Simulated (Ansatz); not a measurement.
Consider the substitution at a C–Ge bond: `C=[N][GeH2][CH3]` + `N[SiH](O)Br` → `CO[SiH](N)Br` + `C=[N][GeH3]`.

Program: Ansatz. Geometries: PBE0-D4/def2-TZVP. ΔE: electronic, gas phase. CCSD(T)/CBS adds triple-zeta CCSD(T) − MP2 to the extrapolated MP2 energy (def2 sets, frozen cores). DFT in def2-TZVPP. B3LYP here is the variant with VWN-RPA as its local correlation; programs differ in this. For Br, Ge outer-core shells are correlated without core-valence functions, which leaves a few kJ/mol of doubt a bond. Scalar relativity is left out up to krypton. One conformer a species, not always the lowest.

`C=[N][GeH2][CH3]`:

```xyz
11

C    -1.675   -1.186   -0.902
N    -1.257   -0.037   -0.609
Ge    0.579    0.269   -0.469
C     0.920    0.932    1.326
H    -1.034   -2.060   -1.103
H    -2.755   -1.371   -0.974
H     1.339   -1.053   -0.752
H     0.936    1.321   -1.533
H     0.313    1.820    1.509
H     0.661    0.171    2.063
H     1.973    1.194    1.445
```

`N[SiH](O)Br`:

```xyz
8

N     1.154   -0.204    0.320
Si   -0.533   -0.101    0.143
O    -0.982    1.345   -0.463
Br   -1.053   -1.794   -1.208
H     1.638   -1.075    0.181
H     1.658    0.426    0.923
H    -1.354   -0.241    1.359
H    -0.526    1.644   -1.254
```

`CO[SiH](N)Br`:

Z-matrix (Å, degrees):
```
C
O 1 1.411
H 1 1.091 2 108.0
H 1 1.094 2 111.0 3 -119.4
H 1 1.096 2 111.5 3 119.3
Si 2 1.631 1 124.5 3 -174.3
Br 6 2.229 2 107.6 1 -58.4
N 6 1.689 2 112.9 1 -177.4
H 6 1.479 2 110.0 1 59.5
H 8 1.007 6 120.8 2 -80.1
H 8 1.006 6 121.7 2 72.6
```

`C=[N][GeH3]`:

```xyz
8

C    -1.241    0.552    0.702
N    -0.909   -0.185   -0.262
Ge    0.898   -0.475   -0.607
H    -0.539    1.060    1.383
H    -2.304    0.726    0.909
H     1.767    0.292    0.417
H     1.179    0.017   -2.033
H     1.149   -1.986   -0.509
```

```csv
level,ΔE (kcal/mol),difference from CCSD(T)/CBS
PBE-D4,21.0,-1.5
r2SCAN-D4,21.6,-0.9
PBE0-D4,21.4,-1.1
B3LYP-D4,19.9,-2.6
ωB97X-V,20.2,-2.3
ωB97M-V,21.3,-1.2
B2PLYP,21.3,-1.2
PBE,21.1,-1.4
r2SCAN,21.6,-0.9
PBE0,21.6,-0.9
B3LYP,20.2,-2.3
HF/def2-TZVPP,18.8,-3.7
MP2/def2-TZVPP,23.9,1.4
SCS-MP2/def2-TZVPP,22.1,-0.4
CCSD/def2-TZVPP,21.9,-0.6
CCSD(T)/def2-TZVPP,22.0,-0.5
HF/def2-QZVPP,18.6,-3.9
MP2/def2-QZVPP,24.1,1.6
SCS-MP2/def2-QZVPP,22.3,-0.2
HF/CBS(def2),18.5,-4.0
MP2/CBS(def2),24.4,1.9
CCSD/CBS(def2),22.4,-0.1
CCSD(T)/CBS,22.5,0
```

Largest T1 diagnostic among the species: 0.013.

In def2-TZVPP, CCSD(T) changes the Hartree–Fock value by +3.2 kcal/mol (the triples alone add +0.2 kcal/mol) and MP2 by +5.1 kcal/mol.
